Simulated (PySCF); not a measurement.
From one molecule to another.

First species: (GeH3)3P, Ge₃H₉P.
InChI=1S/Ge3H9P/c1-4(2)3/h1-3H3

Second species: C4H5P.
InChI=1S/C4H5P/c1-2-5-3-4-5/h2-4H,1H2

Levels: B3LYP/def2-SVPD for dipole moment, HOMO energy, LUMO energy, HOMO–LUMO gap, static isotropic polarisability and electronic spatial extent ⟨r²⟩ about the centre of nuclear charge; TDDFT B3LYP/def2-SVPD for lowest singlet excitation; TDA B3LYP/def2-SVPD for lowest triplet excitation (Tamm–Dancoff); ΔSCF B3LYP/def2-SVPD for vertical ionisation energy. Geometries: PBE0-D3(BJ)/def2-SVP. Each structure is a single optimised conformer of the isolated species, non-relativistic unless stated. Electronic properties by PySCF.

Dipoles, sizes and rotational constants follow the conformer. The torsions of the flexible species, by atom-mapped SMILES:
- `[CH2:1]=[CH:2][P:3]1[CH:4]=[CH:5]1`: C1–C2–P3–C4 -159°

Values for the first species:

* Dipole moment: 0.50 D
* HOMO energy: -7.00 eV
* LUMO energy: -0.48 eV
* HOMO–LUMO gap: 6.52 eV
* Lowest singlet excitation: 5.64 eV
* Lowest triplet excitation (Tamm–Dancoff): 5.02 eV
* Static isotropic polarisability: 129.6 au
* Vertical ionisation energy: 8.88 eV
* Electronic spatial extent ⟨r²⟩ about the centre of nuclear charge: 1881 bohr²

Task: Estimate the same properties for the second species, and the change in each.

Result: 
```tsv
property	first	second	second less first
dipole moment	0.50 D	1.38 D	+0.88 D
HOMO energy	-7.00 eV	-6.55 eV	+0.45 eV
LUMO energy	-0.48 eV	-1.07 eV	-0.59 eV
HOMO–LUMO gap	6.52 eV	5.48 eV	-1.04 eV
lowest singlet excitation	5.64 eV	4.45 eV	-1.19 eV
lowest triplet excitation (Tamm–Dancoff)	5.02 eV	3.77 eV	-1.25 eV
static isotropic polarisability	129.6 au	72.9 au	-56.7 au
vertical ionisation energy	8.88 eV	8.79 eV	-0.09 eV
electronic spatial extent ⟨r²⟩ about the centre of nuclear charge	1881 bohr²	541 bohr²	-1340 bohr²
```

On the first: The ΔSCF ionisation energy exceeds −ε(HOMO) by 1.88 eV with B3LYP. The polarisability is 19.20 Å³ as a volume (1 au = 0.148185 Å³), or 1.08 au for each of the 120 electrons. Relativistic effects, spin–orbit coupling among them, are left out although an element past zinc is present.

On the second: The principal polarisabilities are 57.7, 59.7 and 101.4 au; their mean is the isotropic value. S1 lies 1.03 eV below the HOMO–LUMO gap; its leading configuration is HOMO→LUMO, weight 0.98.
